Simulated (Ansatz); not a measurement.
`[CH3][SbH][OH]` + CH₃SH → `C[S][SbH][CH3]` + H₂O  (ligand exchange at the Sb–O bond)

Computed with Ansatz on PBE0-D4/def2-TZVP structures; ΔE is electronic, products minus reactants. CCSD(T)/CBS adds triple-zeta CCSD(T) − MP2 to the extrapolated MP2 energy (def2 sets, frozen cores). This one scheme is used for every species. Elements past krypton have def2 core potentials. For Sb outer-core shells are correlated without core-valence functions, which leaves a few kJ/mol of doubt a bond. Each species was taken in one conformer, which may not be the lowest.

`[CH3][SbH][OH]`:

Cartesian coordinates in Å:
```
C -0.132 -0.553 -1.047
Sb -0.860 0.233 0.808
O 0.953 0.366 1.585
H -0.846 -0.347 -1.846
H 0.011 -1.629 -0.959
H 0.819 -0.071 -1.270
H -0.876 1.845 0.209
H 0.932 0.156 2.521
```

CH₃SH:

Z-matrix (Å, degrees):
```
C
S 1 1.806
H 1 1.089 2 111.5
H 1 1.089 2 111.5 3 -123.8
H 1 1.090 2 106.2 3 118.1
H 2 1.342 1 97.1 3 61.9
```

`C[S][SbH][CH3]`:

```xyz
11

C    -0.771    1.266    1.807
S    -1.425    0.226    0.473
Sb    0.439   -1.284    0.159
C     1.004   -0.624   -1.816
H     0.084    1.856    1.479
H    -0.497    0.672    2.679
H    -1.575    1.947    2.089
H    -0.573   -2.527   -0.441
H     1.647   -1.375   -2.277
H     1.553    0.314   -1.727
H     0.115   -0.472   -2.424
```

H₂O:

```xyz
3

O     0.315    0.188   -0.129
H     0.286   -0.653    0.331
H    -0.601    0.465   -0.201
```

```json
{"species": "`[CH3][SbH][OH]`", "CCSD/CBS(def2) energy (Eh)": "-356.22771"}
{"species": "CH₃SH", "CCSD/CBS(def2) energy (Eh)": "-438.21275"}
{"species": "`C[S][SbH][CH3]`", "CCSD/CBS(def2) energy (Eh)": "-718.08617"}
{"species": "H₂O", "CCSD/CBS(def2) energy (Eh)": "-76.37179"}
```

Work out ΔE.

ΔE = (-718.08617) + (-76.37179) − (-356.22771) − (-438.21275) = -0.01750 Eh = -45.9 kJ/mol. CCSD(T)/CBS gives -48.3 kJ/mol.

Largest T1 diagnostic among the species: 0.013.

The D4 term adds −9.8 kJ/mol with B3LYP and −5.5 kJ/mol with PBE0; it sums over pairs of atoms, weighted by their polarisabilities, and B3LYP, whose exchange is more repulsive, gets the larger term. From PBE to PBE0 (25 % exact exchange), in def2-TZVPP and without D4, ΔE moves by −3.9 kJ/mol. In def2-TZVPP, CCSD(T) changes the Hartree–Fock value by −10.3 kJ/mol (the triples alone add −2.3 kJ/mol) and MP2 by −17.9 kJ/mol.

B3LYP here is the variant with VWN-RPA as its local correlation; programs differ in this.
